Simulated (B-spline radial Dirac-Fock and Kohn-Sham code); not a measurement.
The computed values come from a B-spline atomic structure program: multi-electron Dirac-Fock with separately optimised hole states, Breit and Lamb-shift corrections added in first order. Free neutral atoms.

Q: Order these X-ray lines by photon energy, lowest first.
A. Eu Mζ1
B. Tl Mζ1
C. Ga Lη
D. Rb Lβ1
E. Re Mα2
F. Se Lβ1

A: A (863.8 eV), C (981.1 eV), F (1421.4 eV), D (1754.1 eV), B (1774.1 eV), E (1842.5 eV).
